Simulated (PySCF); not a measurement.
CH2F2, charge +1, doublet, geometry from GFN2-xTB (a state made from the parent by changing its charge; the spin is typed, not shown lowest); B3LYP/3-21G run with PySCF.

Here is a job for PySCF.
```python
from pyscf import gto, scf, dft

mol = gto.Mole()
mol.atom = '''
    F    -1.075516   -0.289007   -0.024797
    C    -0.003857    0.445664    0.051079
    F     1.080343   -0.268709   -0.039125
    H    -0.003388    1.072471    1.009689
    H    -0.016909    1.272992   -0.740866
'''
mol.basis = '3-21g'
mol.charge = 1
mol.spin = 1
mol.verbose = 4
mol.build()

mf = dft.UKS(mol)
mf.xc = 'b3lyp'
mf.kernel()
mf.analyze()
```

Problem. Write the output that PySCF gives for this input, abridged.

Solution. 
```
PySCF version 2.14.0

[INPUT] verbose = 4
[INPUT] num. atoms = 5
[INPUT] num. electrons = 25
[INPUT] charge = 1
[INPUT] spin (= nelec alpha-beta = 2S) = 1
[INPUT] symmetry False subgroup None
[INPUT] Mole.unit = angstrom
[INPUT] Symbol           X                Y                Z      unit          X                Y                Z       unit  Magmom
[INPUT]  1 F     -1.075516000000  -0.289007000000  -0.024797000000 AA   -2.032430682588  -0.546144078082  -0.046859538711 Bohr   0.0
[INPUT]  2 C     -0.003857000000   0.445664000000   0.051079000000 AA   -0.007288673662   0.842182903578   0.096525320717 Bohr   0.0
[INPUT]  3 F      1.080343000000  -0.268709000000  -0.039125000000 AA    2.041552390591  -0.507786417206  -0.073935534624 Bohr   0.0
[INPUT]  4 H     -0.003388000000   1.072471000000   1.009689000000 AA   -0.006402392110   2.026676466538   1.908035680986 Bohr   0.0
[INPUT]  5 H     -0.016909000000   1.272992000000  -0.740866000000 AA   -0.031953379040   2.405606238762  -1.400033835002 Bohr   0.0

nuclear repulsion = 79.0757872219114
number of shells = 19
number of NR pGTOs = 51
number of NR cGTOs = 31
basis = 3-21g
ecp = {}

******** <class 'pyscf.dft.uks.UKS'> ********
method = UKS
initial guess = minao
damping factor = 0
level_shift factor = 0
DIIS = <class 'pyscf.scf.diis.CDIIS'>
diis_start_cycle = 1
diis_space = 8
diis_damp = 0
SCF conv_tol = 1e-09
SCF conv_tol_grad = None
SCF max_cycles = 50
direct_scf = True
direct_scf_tol = 1e-13
number electrons alpha = 13  beta = 12
XC library pyscf.dft.libxc version 7.1.2
    S. Lehtola, C. Steigemann, M. J. T. Oliveira, and M. A. L. Marques,  SoftwareX 7, 1–5 (2018)
XC functionals = b3lyp
    P. J. Stephens, F. J. Devlin, C. F. Chabalowski, and M. J. Frisch,  J. Phys. Chem. 98, 11623 (1994)
radial grids:
    Treutler-Ahlrichs [JCP 102, 346 (1995); DOI:10.1063/1.469408] (M4) radial grids

becke partition: Becke, JCP 88, 2547 (1988); DOI:10.1063/1.454033
pruning grids: <function nwchem_prune>
grids dens level: 3
symmetrized grids: False
atomic radii adjust function: <function treutler_atomic_radii_adjust>
small_rho_cutoff = 0
Set gradient conv threshold to 3.16228e-05
tot grids = 62264
init E= -237.905502889189

cycle= 1 E= -237.100254543188  delta_E= 0.805  |g|= 0.479  |ddm|= 1.38
cycle= 2 E= -236.946075391798  delta_E= 0.154  |g|= 0.881  |ddm|= 0.857
cycle= 3 E= -237.216753077306  delta_E= -0.271  |g|= 0.0571  |ddm|= 0.474
cycle= 4 E= -237.218212656671  delta_E= -0.00146  |g|= 0.0176  |ddm|= 0.0442
cycle= 5 E= -237.21832070213  delta_E= -0.000108  |g|= 0.00197  |ddm|= 0.0159
cycle= 6 E= -237.218325009341  delta_E= -4.31e-06  |g|= 0.000783  |ddm|= 0.00307
cycle= 7 E= -237.218325311057  delta_E= -3.02e-07  |g|= 0.000284  |ddm|= 0.000956
cycle= 8 E= -237.218325324257  delta_E= -1.32e-08  |g|= 0.000219  |ddm|= 0.000316
cycle= 9 E= -237.218325341638  delta_E= -1.74e-08  |g|= 7.46e-06  |ddm|= 0.000154
cycle= 10 E= -237.218325341693  delta_E= -5.5e-11  |g|= 1.35e-06  |ddm|= 1.21e-05
Extra cycle  E= -237.218325341693  delta_E= 1.14e-13  |g|= 1.4e-06  |ddm|= 2.16e-06
converged SCF energy = -237.218325341693  <S^2> = 0.75286518  2S+1 = 2.0028631
**** SCF Summaries ****
Total Energy =                        -237.218325341692946
Nuclear Repulsion Energy =              79.075787221911398
One-electron Energy =                 -477.025012225575551
Two-electron Energy =                  160.730899661971165
Two-electron Coulomb Energy =          187.297794368945830
DFT Exchange-Correlation Energy =      -26.566894706974672
**** MO energy ****
                             alpha | beta                alpha | beta
MO #1   energy= -24.9650573688147  | -24.9565746769705  occ= 1 | 1
MO #2   energy= -24.9643621027306  | -24.9558852839385  occ= 1 | 1
MO #3   energy= -10.6536577565626  | -10.6517935748636  occ= 1 | 1
MO #4   energy= -1.64949949920609  | -1.63197342089827  occ= 1 | 1
MO #5   energy= -1.58156675037562  | -1.56174415383873  occ= 1 | 1
MO #6   energy= -1.04992824434379  | -1.02407763661647  occ= 1 | 1
MO #7   energy= -0.918793926289886 | -0.895106211458826 occ= 1 | 1
MO #8   energy= -0.907978884263848 | -0.879248115951873 occ= 1 | 1
MO #9   energy= -0.888013167337522 | -0.872534194174029 occ= 1 | 1
MO #10  energy= -0.783533832167929 | -0.733771343699529 occ= 1 | 1
MO #11  energy= -0.748891208133395 | -0.732852116235884 occ= 1 | 1
MO #12  energy= -0.742984343228658 | -0.718600314335044 occ= 1 | 1
MO #13  energy= -0.687577339728822 | -0.565829991057196 occ= 1 | 0
MO #14  energy= -0.177623553531923 | -0.159415517447674 occ= 0 | 0
MO #15  energy= -0.166179512400498 | -0.146908138337466 occ= 0 | 0
MO #16  energy= -0.15287666731289  | -0.133213178097391 occ= 0 | 0
MO #17  energy= -0.120086865976831 | -0.110119605474232 occ= 0 | 0
MO #18  energy= 0.322146401195686  | 0.3245747857398    occ= 0 | 0
MO #19  energy= 0.356011301290986  | 0.357834901310535  occ= 0 | 0
MO #20  energy= 0.416388464749171  | 0.433874703228928  occ= 0 | 0
MO #21  energy= 0.564424637824874  | 0.617040123415677  occ= 0 | 0

To work with the spin densities directly, `use mulliken_meta_spin()` only printing them here.

 ** Mulliken spin pop alpha/beta on meta-lowdin orthogonal AOs **
 ** Mulliken Spin Density (per AO)  **
spin_pop of  0 F 1s       -0.00000
spin_pop of  0 F 2s        0.00229
spin_pop of  0 F 3s       -0.00008
spin_pop of  0 F 2px       0.00167
spin_pop of  0 F 2py       0.00377
spin_pop of  0 F 2pz       0.26550
spin_pop of  0 F 3px       0.00008
spin_pop of  0 F 3py       0.00009
spin_pop of  0 F 3pz       0.00055
spin_pop of  1 C 1s       -0.00000
spin_pop of  1 C 2s       -0.01689
spin_pop of  1 C 3s       -0.00007
spin_pop of  1 C 2px      -0.00541
spin_pop of  1 C 2py      -0.01870
spin_pop of  1 C 2pz       0.13761
spin_pop of  1 C 3px      -0.00031
spin_pop of  1 C 3py       0.00028
spin_pop of  1 C 3pz       0.00628
spin_pop of  2 F 1s       -0.00000
spin_pop of  2 F 2s        0.00229
spin_pop of  2 F 3s       -0.00008
spin_pop of  2 F 2px       0.00170
spin_pop of  2 F 2py       0.00374
spin_pop of  2 F 2pz       0.26550
spin_pop of  2 F 3px       0.00008
spin_pop of  2 F 3py       0.00009
spin_pop of  2 F 3pz       0.00055
spin_pop of  3 H 1s        0.17116
spin_pop of  3 H 2s        0.00359
spin_pop of  4 H 1s        0.17116
spin_pop of  4 H 2s        0.00359
 ** Mulliken Spin Density (per atom)  **
spin density of  0 F =      0.27385
spin density of  1 C =      0.10278
spin density of  2 F =      0.27386
spin density of  3 H =      0.17475
spin density of  4 H =      0.17475
 ** Mulliken pop alpha/beta on meta-lowdin orthogonal AOs **
 ** Mulliken pop       alpha | beta **
pop of  0 F 1s        0.99987 | 0.99988
pop of  0 F 2s        0.91948 | 0.91718
pop of  0 F 3s        0.00129 | 0.00137
pop of  0 F 2px       0.82755 | 0.82588
pop of  0 F 2py       0.89701 | 0.89325
pop of  0 F 2pz       0.97715 | 0.71166
pop of  0 F 3px       0.00060 | 0.00052
pop of  0 F 3py       0.00090 | 0.00081
pop of  0 F 3pz       0.00104 | 0.00050
pop of  1 C 1s        0.99977 | 0.99977
pop of  1 C 2s        0.49070 | 0.50760
pop of  1 C 3s        0.00281 | 0.00288
pop of  1 C 2px       0.31482 | 0.32023
pop of  1 C 2py       0.43614 | 0.45485
pop of  1 C 2pz       0.58829 | 0.45068
pop of  1 C 3px       0.01390 | 0.01421
pop of  1 C 3py       0.01008 | 0.00980
pop of  1 C 3pz       0.00673 | 0.00045
pop of  2 F 1s        0.99987 | 0.99988
pop of  2 F 2s        0.91948 | 0.91718
pop of  2 F 3s        0.00129 | 0.00137
pop of  2 F 2px       0.82447 | 0.82277
pop of  2 F 2py       0.90036 | 0.89663
pop of  2 F 2pz       0.97688 | 0.71138
pop of  2 F 3px       0.00060 | 0.00052
pop of  2 F 3py       0.00090 | 0.00081
pop of  2 F 3pz       0.00104 | 0.00050
pop of  3 H 1s        0.43236 | 0.26120
pop of  3 H 2s        0.01113 | 0.00753
pop of  4 H 1s        0.43235 | 0.26120
pop of  4 H 2s        0.01113 | 0.00753
In total            13.00000 | 12.00000
 ** Mulliken atomic charges   ( Nelec_alpha | Nelec_beta ) **
charge of  0F =      0.02406  (     4.62490      4.35104 )
charge of  1C =      0.37630  (     2.86324      2.76046 )
charge of  2F =      0.02406  (     4.62490      4.35104 )
charge of  3H =      0.28779  (     0.44348      0.26873 )
charge of  4H =      0.28779  (     0.44348      0.26873 )

WARN: System has nonzero charge 1; the dipole moment is origin-dependent.
Location of origin: [0. 0. 0.]

Dipole moment(X, Y, Z, Debye): -0.03194,  3.69161,  0.42310
```
